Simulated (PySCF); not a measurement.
Vibration and rotation of CaO⁺

ROHF-CCSD(T) constants of CaO⁺, ²Π (doublet), unpaired electrons π ↑ (basis Ca 3-21G, O 3-21G; no relativity; PySCF 2.14; masses 39.9626 and 15.9949 u):

| Item | Value |
| --- | --- |
| ωe | 385.9 cm⁻¹ |
| ωexe | 5.56 cm⁻¹ |
| Be | 0.28326 cm⁻¹ |
| αe | 0.00407 cm⁻¹ |
| D (centrifugal) | 6.11e-07 cm⁻¹ |
| De to Ca⁺ + O | 0.84 eV |

(1) Give the vibrational terms G(v) and spacings up to v = 6.

(2) How well does the Morse estimate ωe²/(4ωexe) reproduce De, and what is D0?

Correlated steps freeze 6 core orbitals. For an ion De counts to the pair picked by the measured ionisation energies or electron affinities, which need not be the lowest pair at this level. The CCSD T1 diagnostic is raised, a sign that a single reference may not be enough here. 3-21G is very small, so such numbers show the basis as much as the molecule. The state is the lowest determinant that a PBE0 search found; another state may lie lower at other levels.

Answers

(1) G(v) = ωe(v+½) − ωexe(v+½)².

```csv
v,G(v) (cm⁻¹),G(v) − G(v−1),Bv (cm⁻¹)
0,191.6,,0.2812
1,566.3,374.8,0.2772
2,930.0,363.7,0.2731
3,1282.5,352.5,0.2690
4,1624.0,341.4,0.2649
5,1954.3,330.3,0.2609
6,2273.4,319.2,0.2568
```

(2) It gives 0.83 eV, 99 % of the computed De. D0 = De − G(0) = 0.84 − 0.02 = 0.82 eV.
